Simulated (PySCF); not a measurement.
H₂AlFOS, SMILES [OH][Al]([F])[SH], singlet at its B3LYP/def2-SVP optimised geometry (Å):

```
6

Al    -0.5970    -0.5919     0.0000
F     -1.4679    -2.0083    -0.0022
O      1.0950    -0.5919     0.0000
H      1.6698    -1.3626     0.0072
S     -1.6698     1.2956     0.0000
H     -0.5170     2.0083     0.0004
```

Computed with B3LYP/def2-TZVP (PySCF).

Map of the deformation density (molecule minus spherical neutral atoms) (e/bohr³) on the plane z = 0.6 Å:

```
|-------------------------------|
|-----------:::-----------------|
|-------::::::::::--------------|
|------:::::::::::::------------|
|-----:::::::::::::::-----------|
|----::::::::::::::::-----------|
|---::::::::::..::::::----------|
|--:::::::::::...::::::---------|
|--::::---::---..::::::---------|
|-:::::-=+=--==:.:::::::--------|
|-:::::-+%%=:--:::::::::--------|
|-:::::-=#@*-::::::::::::-------|
|-:::::::=##*=-:::::::----------|
|-:::::::-+%%*-:..::------------|
|-::::::::=*#+-...:------::-----|
|-::::::::-==-.  :==+=--::::----|
|-:::::::::...  .=#%#+-::::::---|
|-::::::::.     :*@@#=:::::::---|
|-:::::::::.    :+%*=-:..::::---|
|-:::::::--=-:  .-==--. .::::---|
|--:::::--=**=: .:-::.  .::::---|
|--::::---=*#+-:.:::.   .::::---|
|--::::---=++=-:::::....:::::---|
|---::------=--::::::::::::::---|
|----::--------:::::::::::::----|
|-----:--------::::::::::::-----|
|------:------::::::::::::------|
|-------::---:::::::::::--------|
|---------:::::::::::-----------|
|-------------:::---------------|
|-------------------------------|
```
Scale: ten equal steps from -0.012 (start of ' ') to 0.028 (end of '@'), in the order ' .:-=+*#%@'; x runs from -4.50 to 4.50, y from -4.50 (bottom) to 4.50 (top).
